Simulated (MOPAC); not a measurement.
MOPAC input (MNDO):

```
MNDO 1SCF UHF MS=0.5 GEO-OK AUX(PRECISION=9) THREADS=1
F2Sb

Sb   -0.15246409 1   -0.12031107 1    0.27598965 1
F    -0.42184238 1    1.47488843 1   -0.75930278 1
F     1.28580557 1   -0.79312570 1   -0.80463857 1
```

From the last part of the output:

```
                                                       MOPAC v23.2.5 Linux

          FINAL HEAT OF FORMATION =        -68.69789 KCAL/MOL =    -287.43198 KJ/MOL

          COSMO AREA              =         95.82 SQUARE ANGSTROMS
          COSMO VOLUME            =         83.43 CUBIC ANGSTROMS

          IONIZATION POTENTIAL    =          9.069225 EV
          ALPHA SOMO LUMO (EV)    =         -9.069  0.311
          BETA  SOMO LUMO (EV)    =        -11.430 -2.415
          NO. OF ALPHA ELECTRONS  =         10
          NO. OF BETA  ELECTRONS  =          9
          MOLECULAR WEIGHT        =        159.7468         POINT GROUP:  C2v

          MOLECULAR DIMENSIONS (Angstroms)

            Atom       Atom       Distance
            F     3    F     2     2.83937
            F     2   Sb     1     1.29366
            F     3    F     2     0.00000

          SCF CALCULATIONS        =          1

   ATOM   CHEMICAL          X               Y               Z
  NUMBER   SYMBOL      (ANGSTROMS)     (ANGSTROMS)     (ANGSTROMS)

     1      Sb         -0.15246409  *  -0.12031107  *   0.27598965  *
     2       F         -0.42184238  *   1.47488843  *  -0.75930278  *
     3       F          1.28580557  *  -0.79312570  *  -0.80463857  *

                             CARTESIAN COORDINATES

   1   Sb       -0.152464090    -0.120311070     0.275989650
   2    F       -0.421842380     1.474888430    -0.759302780
   3    F        1.285805570    -0.793125700    -0.804638570

           Empirical Formula: Sb F2  =     3 atoms

      MOLECULAR POINT GROUP   :   C2v

          ALPHA EIGENVALUES
 -40.34309 -40.07784 -15.53477 -15.07648 -14.98798 -14.22500 -14.16378 -13.76608
 -11.83864  -9.06922   0.31136   0.45398

           BETA EIGENVALUES
 -40.09055 -39.82040 -15.41415 -15.02114 -14.38399 -14.06884 -13.72998 -13.46945
 -11.42980  -2.41498   0.51318   0.63465

              NET ATOMIC CHARGES AND DIPOLE CONTRIBUTIONS

  ATOM NO.   TYPE          CHARGE      No. of ELECS.   s-Pop       p-Pop
    1         Sb           0.935386        4.0646     1.90401     2.16061
    2          F          -0.467693        7.4677     1.91117     5.55652
    3          F          -0.467693        7.4677     1.91117     5.55652
 DIPOLE           X         Y         Z       TOTAL
 POINT-CHG.    -2.626    -2.072     4.753     5.812
 HYBRID         0.308     0.243    -0.558     0.682
 SUM           -2.318    -1.829     4.196     5.130

          ATOMIC ORBITAL ELECTRON POPULATIONS

     Atom    s        px        py        pz
    1 Sb   1.90401   0.77256   0.63044   0.75760
    2  F   1.91117   1.94234   1.74181   1.87237
    3  F   1.91117   1.77972   1.91224   1.86455

                    (SZ)    =    0.500000
                    (S**2)  =    0.750358

          ATOMIC ORBITAL SPIN POPULATIONS

    Atom   Total    s     px     py     pz
         Atomic
    1 Sb  0.8831  0.007  0.381  0.208  0.288
    2  F  0.0585  0.001  0.027  0.011  0.019
    3  F  0.0585  0.001  0.024  0.014  0.019

 **********************
 *                    *
 * JOB ENDED NORMALLY *
 *                    *
 **********************

 == MOPAC DONE ==
```

The geometry given is a B3LYP-D3(BJ)/def2-TZVP minimum.
